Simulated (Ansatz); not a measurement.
Consider the formal exchange of groups at the Al–Br bond: `[OH][Al]([OH])[Br]` + acetylene → `C#[C][Al]([OH])[OH]` + HBr.

Isolated molecules relaxed with PBE0-D4/def2-TZVP in Ansatz; ΔE leaves out vibrations. CCSD(T)/CBS is the MP2 limit (def2-TZVPP, def2-QZVPP) plus CCSD(T) − MP2 in def2-TZVPP, frozen cores. This one scheme is used for every species. Functionals use def2-TZVPP. For Br outer-core shells are correlated without core-valence functions, which leaves a few kJ/mol of doubt a bond. Scalar relativity is left out up to krypton. One conformer a species, not always the lowest.

`[OH][Al]([OH])[Br]`:

Cartesian coordinates in Å:
```
O 0.166 -1.069 -1.247
Al -0.036 -0.013 0.044
O 0.836 1.423 0.037
Br -1.438 -0.508 1.735
H -0.297 -1.903 -1.307
H 0.769 2.069 0.738
```

`C#C`:

```xyz
4

C     0.082    0.106   -0.583
C    -0.082   -0.106    0.583
H     0.228    0.295   -1.621
H    -0.228   -0.295    1.621
```

`C#[C][Al]([OH])[OH]`:

```xyz
8

C    -0.852    1.091   -2.024
C    -0.368    0.571   -1.046
Al    0.337   -0.260    0.504
O    -0.659   -1.008    1.645
O     2.004   -0.248    0.744
H    -1.271    1.552   -2.890
H    -1.610   -1.048    1.564
H     2.420   -0.651    1.504
```

HBr:

Cartesian coordinates in Å:
```
Br -0.498 -0.408 -0.300
H 0.498 0.408 0.300
```

```
             level  ΔE (kcal/mol)
       LDA (SPW92)           22.3
           r2SCAN0           24.1
RPA@PBE/def2-TZVPP           20.4
      MP2/def2-SVP           23.0
    MP2/def2-TZVPP           23.2
   CCSD/def2-TZVPP           22.6
    MP2/def2-QZVPP           23.8
SCS-MP2/def2-QZVPP           23.2
```

Q: What does CCSD(T)/CBS give? (Estimate.)

A: Ansatz gave: +23.3 kcal/mol. The listed levels differ from it by -1.0, 0.8, -2.9, -0.3, -0.1, -0.7, 0.5, -0.1 kcal/mol.

Largest T1 diagnostic among the species: 0.013.

At CCSD(T), def2-SVP lies −1.5 kcal/mol from the extrapolated value and def2-TZVPP −1.1 kcal/mol. From r2SCAN to r2SCAN0 (25 % exact exchange), in def2-TZVPP and without D4, ΔE moves by +0.8 kcal/mol. Leaving LDA and LC-ωPBE aside and taking each functional with its dispersion term where it has one, the values, not all of them listed here, spread over 2.7 kcal/mol, from BLYP-D4 to r2SCAN0-D4.
